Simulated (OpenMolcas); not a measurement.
Cr3+ (d3) in a complex was computed by SS-CASPT2, IPEA 0.25 Eh, imaginary shift 0.1 Eh with the d shell active (OpenMolcas, ANO-RCC-VTZP on the metal). Its lowest spin-free states, and all those of the highest spin:

```tsv
2S+1	Degeneracy	E (cm-1)
4	1	0
4	2	6960
4	1	9380
2	1	10400
2	2	11150
2	1	11250
2	1	11660
4	1	14100
2	1	14640
2	2	16140
2	2	16280
2	1	16590
4	2	17440
4	1	24260
4	2	25450
```

Problem. Is the site octahedral, tetrahedral or cube-like, axial, or of lower symmetry?

Solution. The states with 2S+1 = 4 have orbital degeneracies 1, 2, 1, 1, 2, 1, 2. There are pairs but no triples, so the site is axial: not cubic, but with a proper or improper axis of order three or more. The run had Cr3+ with 6 ligands (sulfide, chloride on the axis) in tetragonal octahedral coordination (D4h) at 2.4 Å, the axial distance 2.496 Å. A charge of +1.17 e stands 3.2 Å behind each ligand. Ligand basis ANO-RCC-VDZP.

Over all roots computed the reference weight is 0.60 to 0.62; a low but even weight reflects the number of correlated electrons. The least metal-like active orbital is 84 % on the metal (Löwdin) and no ligand orbital is active, so the numbers are rough. The sulfide ions are held by bare point charges, a crude embedding. Ligand-to-metal charge-transfer states are missing. With no ligand orbital active B as a rule stays too high, so bands that hang on it stand too high and its fall with covalency is understated. With one d shell and no ligand orbital active, 10Dq can be off by a tenth or more. No measured value stands beside these numbers; the geometry is a model, was not optimised and need not be the one that this ion takes.
